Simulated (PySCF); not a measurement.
Method: PBE0-D3(BJ)/def2-TZVP // PBE0-D3(BJ)/def2-SVP (PySCF). Gas-phase values, no solvent. One relaxed conformer stands for a flexible species; it need not be the lowest. Excitations are Tamm–Dancoff values on a coarser integration grid. The basis has no diffuse functions, so Rydberg states are missing or too high.

Reference species (SMILES): `[SiH3][Si]([SiH3])([SiH3])[SiH2]Br` (Si–Si–Si–Br torsion 59°) (neutral, multiplicity 1).

The HOMO–LUMO gap is 6.69 eV. The LUMO is -1.08 eV and the HOMO is -7.78 eV. The T1 excitation (TDA) comes out as 4.92 eV.

After one change: the HOMO–LUMO gap rises by 0.40 eV; the LUMO increases by 0.49 eV; the HOMO increases by 0.09 eV; the T1 excitation (TDA) rises by 0.33 eV.

Which change was made? The new species is one of these.
A. `[SiH3][Si]([SiH3])([SiH3])[SiH2]S` (Si–Si–Si–S torsion -59°, Si–Si–S–H torsion -180°)
B. `[SiH3][SiH2][Si]([SiH3])([SiH3])[SiH3]` (Si–Si–Si–Si torsion 180°)
C. `N#C[SiH2][Si]([SiH3])([SiH3])[SiH3]`
D. `[SiH3][Si]([SiH3])([SiH3])[SiH2]Cl` (Si–Si–Si–Cl torsion 59°)

B, `[SiH3][SiH2][Si]([SiH3])([SiH3])[SiH3]` (Si–Si–Si–Si torsion 180°)
